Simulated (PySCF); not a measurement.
Molecular orbitals of DyN

UHF at R = 1.795 Å; basis Dy x2c-TZVPall, N x2c-TZVPall; spin-free X2C with a Gaussian nucleus; PySCF 2.14. State: octet, about 9.1 electrons in the 4f shell (Mulliken), real f orbitals that mix terms. Only the outer orbitals are listed, counted within each symmetry.

```csv
spin,orbital,occ.,ε (eV),on Dy (%),main shells (%)
α,15σ,1,-11.59,26,"72 N p, 20 Dy d"
α,8π,1,-9.77,26,"73 N p, 23 Dy d"
α,8π,1,-9.77,26,"73 N p, 23 Dy d"
α,16σ,1,-6.04,98,"76 Dy s, 17 Dy p"
α,9π,0,0.28,100,"83 Dy p, 17 Dy d"
α,9π,0,0.28,100,"83 Dy p, 17 Dy d"
α,17σ,0,1.01,91,"47 Dy d, 43 Dy p"
β,13σ,1,-21.23,21,"79 N s, 11 Dy p"
β,1φ,1,-16.72,100,100 Dy f
β,14σ,1,-16.17,96,95 Dy f
β,7π,1,-9.36,23,"77 N p, 18 Dy d"
β,7π,1,-9.36,23,"77 N p, 18 Dy d"
β,15σ,0,0.03,97,"76 Dy s, 16 Dy p"
β,8π,0,1.32,100,"87 Dy p, 13 Dy d"
β,8π,0,1.32,100,"87 Dy p, 13 Dy d"
```

Task: Which are the highest filled and the lowest empty level, where do they sit, and how wide is the gap?

Result: Highest filled α 16σ at -6.04 eV (in %: 76 Dy s, 17 Dy p); lowest empty β 15σ at 0.03 eV (in %: 76 Dy s, 16 Dy p); the gap at UHF is 6.07 eV. An empty level above zero is unbound, and its energy depends on the basis.

| Property | Result |
| --- | --- |
| bond order (Mayer) | 2.04 |
| ⟨S²⟩ | 15.769 |
| charge on Dy (Mulliken, basis-dependent) | 0.75 |
| charge on Dy (Löwdin, basis-dependent) | 0.49 |
| dipole moment (positive dipole means Dy(−)N(+)) | -4.21 D |

Spin–orbit coupling is left out. The state is the lowest single determinant that the PBE0 search found; with open d or f shells the true ground state can be another one.
